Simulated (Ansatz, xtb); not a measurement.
# Relative energy of two structures of F2H2Si3

Structure X is a singlet given by its coordinates and structure Y is a singlet given by its coordinates. Both are isolated molecules in the gas phase, relaxed with PBE0-D3(BJ)/def2-SVP.

X (Å):

```xyz
7

F    -1.4216   -0.4052    2.1973
F    -1.5192   -0.7195   -0.3962
Si   -0.6832   -1.2199    0.8951
Si    1.3140   -0.2846    1.4274
Si    0.2960    0.4610    3.2498
H    -1.0521   -2.6476    1.0698
H     2.6372   -0.6067    0.8315
```

Close contacts (Å): F1–Si3 1.70, F2–Si3 1.62, Si3–Si4 2.27, Si4–Si5 2.22, Si3–H6 1.48, Si4–H7 1.49.

Y (Å):

```xyz
7

F    -0.4661   -1.6849    0.5615
F     0.6635    0.1716   -0.6671
Si    0.0355   -0.1656    0.7817
Si   -0.0925    1.3330    2.4199
Si    0.8068   -0.5063    3.2897
H     0.8737   -1.9373    2.8472
H     1.6071   -0.3884    4.5488
```

Close contacts (Å): F1–Si3 1.62, F2–Si3 1.61, Si3–Si4 2.22, Si3–Si5 2.65, Si4–Si5 2.22, Si5–H6 1.50, Si5–H7 1.50.

Energies in hartree; the thermal terms are from PBE0-D3(BJ)/def2-SVP harmonic frequencies (ideal gas, rigid rotor, one conformer each, 298.15 K, 1 atm) and include the zero-point energy:

```
                               X            Y
E, CCSD(T)/def2-SVP  −1067.111435  −1067.116987
    E, MP2/def2-SVP  −1067.050380  −1067.061892
  E, MP2/def2-TZVPP  −1067.812487  −1067.833609
  zero-point energy      0.024116      0.023915
       H(298 K) − E      0.032214      0.032050
       G(298 K) − E     −0.008164     −0.008360
```

Task: Correct the CCSD(T) difference for the basis set by the MP2 change, then work out ΔE, ΔE₀, ΔH and ΔG for X → Y in kcal/mol (1 Eh = 627.51 kcal/mol) and the equilibrium ratio [Y]/[X].

Result: 1. Differences Y − X: CCSD(T) −0.005552, MP2 in the small set −0.011512, MP2 in the large set −0.021122 Eh.
2. ΔE = −0.005552 + (−0.021122 − (−0.011512)) = −0.015162 Eh = −9.51 kcal/mol.
3. ΔE₀ = ΔE + ΔZPE = −0.015162 + (−0.000201) Eh = −9.64 kcal/mol.
4. ΔH = ΔE + (−0.000164) Eh = −9.62 kcal/mol.
5. ΔG = ΔE + (−0.000196) Eh = −9.64 kcal/mol, so ΔS = (ΔH − ΔG)/T = +0.3 J/(mol K).
6. kT = 0.9442 mEh, so K = [Y]/[X] = exp(−ΔG/kT) = exp(+16.27) ≈ 1.2 × 10^7.

Structure Y is favoured at this temperature. An error of 1 kcal/mol in ΔG would change K by a factor of 5.4. The basis-set step is large, which makes the value less sure. HF/def2-SVP gave ΔE the other sign. Mirror images and further conformers aren't counted.

Other levels gave ΔE = −6.3 (PBE0-D3(BJ)/def2-SVP); +2.9 (HF/def2-SVP); −7.2 (MP2/def2-SVP); −3.5 (CCSD(T)/def2-SVP) kcal/mol. The correlated steps freeze 17 core orbitals. Programs: Ansatz 0.2.0.
